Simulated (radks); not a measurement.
The numbers below are computed, except where a source is named.
Q: The mean radii <r> (bohr) of the occupied orbitals of an atom or ion are listed with their occupations. Code: a radial shooting solver on a logarithmic mesh with Libxc functionals. Model: scalar-relativistic Kohn-Sham, PBE, spin-polarised, spherical densities, point nucleus.

orbital  occ.      <r>
1s up       1  0.02037
1s down     1  0.02037
2s up       1  0.08646
2s down     1  0.08646
2p up       3  0.07673
2p down     3  0.07673
3s up       1   0.2254
3s down     1   0.2253
3p up       3   0.2246
3p down     3   0.2245
3d up       5   0.2039
3d down     5   0.2037
4s up       1   0.5061
4s down     1   0.5063
4p up       3   0.5358
4p down     3   0.5361
4d up       5   0.5759
4d down     5   0.5770
5s up       1    1.174
5s down     1    1.185
5p up       3    1.335
5p down     3    1.348
4f up       7   0.6927
4f down     2   0.7050
6p up       1    3.033

Name the element and its charge. Open shells, if any, are filled with parallel spins first.

A: Z = 68, erbium, charge +4: Er4+ in [Xe] 4f9 6p1. The 1s radius gives Z: for a bare nucleus <r> = (2 gamma + 1)/(2Z) with gamma = sqrt(1 - (Z/c)^2), 0.02012 bohr for Z = 68, and screening makes it slightly larger (0.02037 here). The occupations add up to 64, and the charge is Z minus that.
